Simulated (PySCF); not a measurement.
PySCF input for C4H10Cl3GeN, SMILES C(C)[N]([Ge]([Cl])([Cl])[Cl])CC, r2SCAN-D4/def2-SVP. The structure is a stationary point at r2SCAN-D4/def2-SVP. The values are those of a single conformer.

```python
import numpy as np
from pyscf import gto, scf, dft, df
from pyscf.hessian import thermo

mol = gto.M(
    atom='''
    C     1.69159962   -2.28822114    0.73521838
    C     0.98875523   -2.07636734   -0.60307434
    N    -0.17611823   -1.18765640   -0.57221364
    C    -1.50550056   -1.79063446   -0.48322621
    C    -1.82004711   -2.50040373    0.83059605
    Ge    0.02624332    0.54127054   -0.12442832
    Cl   -0.09226660    0.96995406    1.99366654
    Cl   -1.51584797    1.71841855   -1.04298865
    Cl    1.95221113    1.20697050   -0.79120394
    H     1.00579263   -2.67764301    1.50214563
    H     2.11381941   -1.34200088    1.11095716
    H     2.52666514   -2.99839175    0.62280742
    H     1.71590363   -1.68704521   -1.33734735
    H     0.63280709   -3.04086307   -1.00705825
    H    -1.61052674   -2.49744040   -1.32878532
    H    -2.24949547   -0.99681452   -0.66650603
    H    -2.85534518   -2.87719019    0.82200724
    H    -1.15544917   -3.36278814    0.99570985
    H    -1.70961465   -1.81395856    1.68513115
    ''',
    basis='def2-SVP',
    charge=0,
    spin=0,
    max_memory=1600,
    verbose=3,
)
mf = dft.RKS(mol, xc='r2scan').density_fit(auxbasis='def2-universal-jkfit')
mf.disp = 'd4'
mf.grids.level = 4
mf.conv_tol = 1e-11
mf.max_cycle = 100
mf.kernel()

# [left out here: the lines that compute and print the analytic Hessian (its translational invariance restored by hand, since the grid's response is missing), thermochemistry and intensities]
```

Output:

```
converged SCF energy = -3669.88727869458

WARN: MGGA Hessian is sensitive to dft grids. grids.level 4 may not be dense enough.


WARN: DFTD4 does not support analytical Hessian, using finite difference.


WARN: Mole.unit (angstrom) is changed to Bohr

Mode                                 0                   1                   2
Irrep
Freq [cm^-1]                       34.3383             68.1185             83.0409
Reduced mass [au]                   4.3394              3.6526              3.1375
Force const [Dyne/A]                0.0030              0.0100              0.0127
Char temp [K]                      49.4052             98.0074            119.4774
Normal mode                   x     y     z       x     y     z       x     y     z
       0   C                 0.05 -0.02 -0.11    0.01  0.06  0.01   -0.03 -0.16 -0.04
       1   C                -0.02  0.00 -0.07    0.01 -0.01 -0.00    0.02  0.00 -0.04
       2   N                -0.02  0.00  0.01    0.01 -0.01 -0.05    0.03 -0.00  0.01
       3   C                -0.01  0.01  0.08    0.01 -0.00  0.00    0.02  0.01 -0.00
       4   C                 0.07 -0.02  0.09   -0.01  0.15  0.08   -0.04  0.07  0.02
       5  Ge                -0.01  0.00  0.00    0.00 -0.01 -0.02    0.01  0.00  0.01
       6  Cl                -0.06  0.01 -0.00   -0.02 -0.08 -0.00    0.01  0.04 -0.00
       7  Cl                 0.03  0.02 -0.04    0.00  0.00  0.00   -0.02 -0.05 -0.01
       8  Cl                 0.02 -0.02  0.04   -0.00  0.02  0.01   -0.00  0.05  0.01
       9   H                 0.09 -0.05 -0.08    0.01  0.10  0.03   -0.05 -0.28 -0.11
      10   H                 0.06 -0.03 -0.11    0.02  0.07 -0.04   -0.07 -0.20  0.11
      11   H                 0.05 -0.02 -0.17    0.01  0.04  0.04   -0.01 -0.12 -0.10
      12   H                -0.06  0.01 -0.10    0.01 -0.04 -0.02    0.05  0.09  0.04
      13   H                -0.04  0.01 -0.07    0.02 -0.02  0.04    0.04  0.05 -0.17
      14   H                -0.07  0.02  0.07    0.03 -0.10  0.09    0.05 -0.03  0.03
      15   H                -0.02  0.01  0.15    0.01 -0.03 -0.10    0.03 -0.00 -0.07
      16   H                 0.06 -0.01  0.15   -0.02  0.16  0.11   -0.05  0.12  0.01
      17   H                 0.07 -0.03  0.03   -0.02  0.17  0.20   -0.08  0.06  0.08
      18   H                 0.13 -0.04  0.10   -0.03  0.25  0.01   -0.03  0.11 -0.01
Mode                                 3                   4                   5
Irrep
Freq [cm^-1]                       99.9954            129.7907            136.0371
Reduced mass [au]                   3.6766              4.8855              9.6000
Force const [Dyne/A]                0.0217              0.0485              0.1047
Char temp [K]                     143.8712            186.7399            195.7271
Normal mode                   x     y     z       x     y     z       x     y     z
       0   C                 0.10  0.07 -0.08   -0.00 -0.03  0.02    0.07 -0.03 -0.01
       1   C                 0.00  0.00 -0.04    0.07  0.04 -0.00    0.02 -0.01  0.02
       2   N                -0.00 -0.01  0.01    0.03 -0.00 -0.02    0.01 -0.02  0.07
       3   C                -0.00 -0.01 -0.06    0.05 -0.05 -0.02    0.01 -0.01  0.00
       4   C                -0.08  0.05 -0.04    0.03  0.02  0.01   -0.07 -0.00 -0.01
       5  Ge                -0.00 -0.01  0.02   -0.01  0.00 -0.01    0.00 -0.01  0.03
       6  Cl                 0.01  0.06  0.01   -0.05  0.02 -0.01   -0.04 -0.02  0.03
       7  Cl                -0.02 -0.04  0.01   -0.01  0.06  0.06    0.06  0.03 -0.02
       8  Cl                 0.01 -0.05  0.02    0.01 -0.08 -0.03   -0.05  0.03 -0.08
       9   H                 0.14  0.11 -0.01   -0.02 -0.15 -0.05    0.09 -0.04  0.00
      10   H                 0.12  0.09 -0.15   -0.09 -0.04  0.13    0.07 -0.03 -0.01
      11   H                 0.09  0.07 -0.10    0.05  0.03  0.00    0.07 -0.02 -0.06
      12   H                -0.05 -0.03 -0.11    0.10  0.12  0.07   -0.01  0.00 -0.01
      13   H                -0.02 -0.02  0.04    0.13  0.06 -0.10    0.01 -0.01  0.02
      14   H                 0.06 -0.05 -0.03    0.11 -0.10  0.02    0.05 -0.01 -0.00
      15   H                 0.00 -0.02 -0.14    0.03 -0.09 -0.09    0.02 -0.01 -0.04
      16   H                -0.06 -0.00 -0.10    0.04  0.01  0.01   -0.06 -0.03 -0.08
      17   H                -0.04  0.10  0.07    0.04  0.04  0.08   -0.05  0.02  0.04
      18   H                -0.18  0.11 -0.07    0.01  0.07 -0.02   -0.15  0.01 -0.01
Mode                                 6                   7                   8
Irrep
Freq [cm^-1]                      149.9283            171.2129            182.0325
Reduced mass [au]                   5.6901             13.2655              6.7908
Force const [Dyne/A]                0.0754              0.2291              0.1326
Char temp [K]                     215.7134            246.3372            261.9042
[...]
       7  Cl                 0.00 -0.00  0.00    0.00  0.00  0.00   -0.00  0.00  0.00
       8  Cl                -0.00  0.00  0.00    0.00  0.00 -0.00    0.00 -0.00  0.00
       9   H                 0.04  0.02 -0.04    0.07  0.04 -0.07   -0.31 -0.17  0.32
      10   H                -0.03 -0.06 -0.02   -0.04 -0.09 -0.03    0.22  0.51  0.19
      11   H                 0.00 -0.00 -0.01   -0.08  0.07  0.01    0.45 -0.39 -0.07
      12   H                -0.44 -0.25  0.44    0.00  0.00 -0.00   -0.04 -0.02  0.04
      13   H                 0.23  0.60  0.24   -0.00 -0.01 -0.00    0.01  0.04  0.01
      14   H                 0.01  0.03  0.03    0.00  0.01  0.01    0.00 -0.00 -0.00
      15   H                 0.01 -0.01  0.00    0.00  0.00 -0.00   -0.00  0.00 -0.00
      16   H                -0.00  0.00 -0.00   -0.54 -0.19 -0.01   -0.11 -0.04 -0.00
      17   H                 0.00  0.00 -0.00    0.33 -0.42  0.07    0.06 -0.07  0.01
      18   H                -0.00 -0.00 -0.00    0.06  0.36  0.43    0.01  0.07  0.08
Mode                                45                  46                  47
Irrep
Freq [cm^-1]                     3079.2044           3081.8876           3128.1143
Reduced mass [au]                   1.1048              1.0995              1.1030
Force const [Dyne/A]                6.1718              6.1529              6.3591
Char temp [K]                    4430.2896           4434.1501           4500.6600
Normal mode                   x     y     z       x     y     z       x     y     z
       0   C                 0.01  0.01 -0.00    0.00  0.00 -0.00   -0.02  0.08  0.02
       1   C                -0.05 -0.06  0.02   -0.02 -0.02  0.01    0.00  0.01  0.00
       2   N                -0.00 -0.00 -0.00   -0.00 -0.00 -0.00    0.00 -0.00 -0.00
       3   C                -0.02  0.02  0.00    0.04 -0.07 -0.01   -0.00  0.00 -0.00
       4   C                 0.00 -0.00 -0.00   -0.01  0.01  0.00   -0.00 -0.00 -0.00
       5  Ge                -0.00  0.00  0.00    0.00  0.00 -0.00    0.00 -0.00  0.00
       6  Cl                 0.00  0.00 -0.00   -0.00  0.00  0.00   -0.00  0.00  0.00
       7  Cl                 0.00  0.00 -0.00   -0.00 -0.00  0.00   -0.00  0.00 -0.00
       8  Cl                 0.00 -0.00 -0.00    0.00  0.00 -0.00   -0.00  0.00 -0.00
       9   H                -0.07 -0.04  0.07   -0.02 -0.01  0.03   -0.01  0.01  0.02
      10   H                -0.04 -0.09 -0.04   -0.01 -0.03 -0.01   -0.26 -0.58 -0.22
      11   H                 0.03 -0.02 -0.00    0.01 -0.01 -0.00    0.50 -0.42 -0.07
      12   H                 0.41  0.23 -0.42    0.14  0.08 -0.14   -0.02 -0.01  0.03
      13   H                 0.20  0.54  0.23    0.07  0.19  0.08   -0.04 -0.10 -0.04
      14   H                -0.01 -0.07 -0.08    0.03  0.20  0.25   -0.00 -0.00 -0.00
      15   H                 0.19 -0.21  0.05   -0.55  0.59 -0.13    0.00 -0.00  0.00
      16   H                -0.02 -0.01 -0.00    0.04  0.02  0.00    0.01  0.00  0.00
      17   H                -0.02  0.03 -0.01    0.08 -0.10  0.02   -0.00  0.00 -0.00
      18   H                 0.00  0.02  0.03   -0.01 -0.06 -0.07    0.00  0.01  0.01
Mode                                48                  49                  50
Irrep
Freq [cm^-1]                     3132.3360           3138.7626           3148.8168
Reduced mass [au]                   1.1031              1.1049              1.1036
Force const [Dyne/A]                6.3769              6.4136              6.4471
Char temp [K]                    4506.7342           4515.9805           4530.4463
Normal mode                   x     y     z       x     y     z       x     y     z
       0   C                -0.01 -0.00  0.00    0.01  0.00 -0.01   -0.07 -0.03  0.04
       1   C                -0.00 -0.00  0.00    0.00  0.00 -0.00   -0.01 -0.01  0.00
       2   N                 0.00  0.00  0.00   -0.00  0.00  0.00    0.00  0.00 -0.00
       3   C                -0.01  0.01 -0.00    0.01 -0.01 -0.00    0.00 -0.00 -0.00
       4   C                -0.08 -0.00 -0.02    0.01 -0.08 -0.04    0.01 -0.01 -0.00
       5  Ge                -0.00  0.00 -0.00    0.00  0.00 -0.00   -0.00 -0.00  0.00
       6  Cl                 0.00 -0.00 -0.00   -0.00 -0.00 -0.00    0.00 -0.00 -0.00
       7  Cl                 0.00  0.00  0.00   -0.00 -0.00  0.00   -0.00  0.00 -0.00
       8  Cl                 0.00 -0.00  0.00   -0.00  0.00  0.00    0.00 -0.00  0.00
       9   H                 0.06  0.03 -0.07   -0.07 -0.04  0.08    0.50  0.29 -0.55
      10   H                 0.02  0.05  0.02   -0.01 -0.03 -0.01    0.10  0.26  0.11
      11   H                 0.03 -0.02 -0.00   -0.05  0.04  0.01    0.25 -0.23 -0.03
      12   H                 0.01  0.00 -0.01   -0.01 -0.00  0.01    0.07  0.04 -0.07
      13   H                 0.00  0.01  0.00   -0.00 -0.00 -0.00    0.02  0.05  0.02
      14   H                 0.00  0.00  0.00    0.01  0.06  0.07    0.00  0.01  0.01
      15   H                 0.06 -0.07  0.02   -0.08  0.09 -0.02   -0.02  0.02 -0.01
      16   H                 0.70  0.26  0.01    0.14  0.04 -0.00   -0.06 -0.02 -0.00
      17   H                 0.29 -0.39  0.07   -0.36  0.45 -0.09   -0.09  0.12 -0.02
      18   H                 0.02  0.19  0.22    0.07  0.44  0.54    0.01  0.04  0.05
temperature 298.1500 [K]
pressure 101325.00 [Pa]
Rotational constants [GHz] 0.84390 0.66603 0.56761
Symmetry number 1
Zero-point energy (ZPE) 0.14310 [Eh]   375711.246 [J/mol]
                           tot       elec      trans        rot        vib
Entropy [J/mol/K]       487.174      0.000    177.663    130.912    178.599
Cv [J/mol/K]            181.494      0.000     12.472     12.472    156.551
Cp [J/mol/K]            189.809      0.000     20.786     12.472    156.551
Internal energy [J/mol]                      3718.434   3718.434 402624.642
Internal energy [Eh]   -3669.73109  -3669.88728
Enthalpy [J/mol]                             6197.391   3718.434 402624.642
Enthalpy [Eh]          -3669.73015
Gibbs free energy [J/mol]                  -46772.854 -35312.851 349375.299
Gibbs free energy [Eh] -3669.78547
mode   freq/cm-1   IR/(km/mol)
   1       34.34         0.042
   2       68.12         0.259
   3       83.04         0.292
   4      100.00         0.177
   5      129.79         0.067
   6      136.04         0.409
   7      149.93         3.413
   8      171.21        11.762
   9      182.03        11.161
  10      220.52         0.846
  11      252.38         0.790
  12      285.68         0.163
  13      340.60         0.416
  14      387.45        13.564
  15      410.13        19.201
  16      427.05        70.510
  17      451.13        78.972
  18      463.83        35.372
  19      609.22        23.105
  20      772.08         9.659
  21      783.77        11.673
  22      912.98        21.049
  23      923.13         0.671
  24     1045.76        62.584
  25     1082.08         3.645
  26     1095.09         8.328
  27     1102.73        11.877
  28     1202.74        28.862
  29     1210.65        88.152
  30     1312.89        27.123
  31     1349.55         4.298
  32     1360.32         1.978
  33     1371.96        12.738
  34     1391.23        25.915
  35     1394.18        25.809
  36     1449.84         1.208
  37     1456.74         3.434
  38     1462.44         3.545
  39     1464.72        12.994
  40     1471.89         1.834
  41     1480.94         5.887
  42     3008.82        42.998
  43     3026.98        37.526
  44     3033.28        13.975
  45     3035.61        16.951
  46     3079.20        10.331
  47     3081.89         4.749
  48     3128.11        21.066
  49     3132.34        26.014
  50     3138.76        15.802
  51     3148.82        12.409
max |gradient| / (hartree/bohr): 0.0003419758383159534
APT charges: [-0.0266  0.3607 -0.896   0.3853 -0.035   1.9768 -0.5799 -0.5293 -0.525
  0.005   0.0068 -0.0118 -0.0261 -0.0432 -0.0698 -0.0038 -0.0143 -0.004
  0.0153]
```

The calculation finished and met its thresholds.
